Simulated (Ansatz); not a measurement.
Relaxation of Te(SiH3)2 (Si2TeH6) with RKS r2SCAN-D4/def2-SVP.

```sh
$ ansatz run in.yaml --threads 4 --pin off --events-out ev --progress --plain --max-ram 3916MiB
```

```yaml
crystal:
  periodic: [false, false, false]
  atoms:
    - {symbol: Te, position_ang: [0.000670, 0.009350, -1.668380]}
    - {symbol: Si, position_ang: [1.864330, -0.020240, -0.018980]}
    - {symbol: H, position_ang: [1.922360, -1.266390, 0.738650]}
    - {symbol: H, position_ang: [1.788190, 1.085390, 0.930020]}
    - {symbol: H, position_ang: [3.074530, 0.107880, -0.815160]}
    - {symbol: Si, position_ang: [-1.864200, 0.019880, -0.019600]}
    - {symbol: H, position_ang: [-3.070750, -0.167920, -0.809610]}
    - {symbol: H, position_ang: [-1.963660, 1.285460, 0.700880]}
    - {symbol: H, position_ang: [-1.751470, -1.053400, 0.962200]}
basis:
  gaussian: {orbitals: def2-SVP}
hamiltonian: {xc: r2scan, dispersion: d4}
scf: {omitted_lower_state_checks: [starts]}
output: {orbitals: {seedname: orbitals}}
relax: {f_tol: 0.02, max_steps: 100}
```

It took 15 s on 4 threads of Intel Xeon Platinum 8259CL on a shared host.

Positions (Å) and forces (eV/Å) at steps 1, 2, 3, 4, 7, 10 of 10:

```xyz
9
step=1 energy=-23143.1246 eV
Te    0.001    0.009   -1.668   -0.001   -0.009   -0.344
Si    1.864   -0.020   -0.019   -0.356   -0.015   -0.110
H     1.922   -1.266    0.739   -0.037   -0.582    0.310
H     1.788    1.085    0.930   -0.088    0.534    0.398
H     3.075    0.108   -0.815    0.599    0.071   -0.424
Si   -1.864    0.020   -0.020    0.351    0.045   -0.113
H    -3.071   -0.168   -0.810   -0.594   -0.105   -0.420
H    -1.964    1.285    0.701    0.016    0.587    0.298
H    -1.751   -1.053    0.962    0.111   -0.526    0.407
9
step=2 energy=-23143.1978 eV
Te    0.000    0.003   -1.728    0.000    0.008    0.244
Si    1.845   -0.018   -0.006   -0.222   -0.010   -0.285
H     1.866   -1.295    0.751   -0.011   -0.116    0.094
H     1.736    1.119    0.941   -0.034    0.118    0.099
H     3.075    0.111   -0.820    0.213    0.012   -0.030
Si   -1.846    0.021   -0.007    0.223   -0.003   -0.284
H    -3.072   -0.170   -0.815   -0.212   -0.018   -0.029
H    -1.911    1.316    0.717    0.013    0.120    0.088
H    -1.694   -1.087    0.968    0.032   -0.110    0.103
9
step=3 energy=-23143.2062 eV
Te    0.000    0.002   -1.760    0.001   -0.006   -0.081
Si    1.833   -0.011   -0.034   -0.083    0.002    0.071
H     1.792   -1.277    0.755    0.017    0.001    0.007
H     1.668    1.143    0.900    0.020    0.000    0.002
H     3.145    0.098   -0.741   -0.101   -0.004   -0.040
Si   -1.833    0.011   -0.034    0.083    0.000    0.070
H    -3.142   -0.152   -0.737    0.101    0.009   -0.040
H    -1.827    1.298    0.722   -0.019   -0.001    0.009
H    -1.636   -1.113    0.928   -0.018   -0.002    0.001
9
step=4 energy=-23143.2140 eV
Te    0.000    0.002   -1.783    0.000   -0.006    0.040
Si    1.797   -0.012   -0.027    0.081    0.007   -0.020
H     1.770   -1.278    0.765   -0.015    0.007   -0.011
H     1.643    1.143    0.908   -0.012   -0.004   -0.017
H     3.099    0.098   -0.754   -0.055   -0.005    0.028
Si   -1.797    0.012   -0.028   -0.082   -0.002   -0.020
H    -3.096   -0.151   -0.750    0.055    0.009    0.027
H    -1.805    1.299    0.731    0.013   -0.009   -0.009
H    -1.611   -1.113    0.937    0.014    0.001   -0.019
9
step=7 energy=-23143.2154 eV
Te    0.000   -0.015   -1.784    0.001    0.000   -0.011
Si    1.795    0.007   -0.028   -0.036   -0.001    0.026
H     1.731   -1.227    0.810    0.006    0.006   -0.002
H     1.649    1.200    0.859    0.007   -0.003   -0.002
H     3.098    0.065   -0.748    0.024    0.000   -0.016
Si   -1.795   -0.007   -0.029    0.029    0.003    0.028
H    -3.097   -0.094   -0.746   -0.017    0.000   -0.012
H    -1.743    1.248    0.780   -0.005   -0.012   -0.006
H    -1.638   -1.177    0.887   -0.009    0.006   -0.004
9
step=10 energy=-23143.2158 eV
Te    0.000   -0.024   -1.778    0.001    0.000    0.005
Si    1.799    0.022   -0.027    0.000   -0.002    0.000
H     1.724   -1.187    0.846    0.000    0.004   -0.002
H     1.682    1.242    0.828   -0.002   -0.003   -0.004
H     3.098    0.039   -0.758    0.004    0.000    0.001
Si   -1.799   -0.023   -0.027   -0.002    0.003    0.002
H    -3.099   -0.053   -0.757    0.000    0.000    0.004
H    -1.719    1.207    0.817   -0.001   -0.008   -0.003
H    -1.686   -1.223    0.856    0.000    0.006   -0.005
```

In the def2 sets Te takes a core potential; there is no spin–orbit coupling.
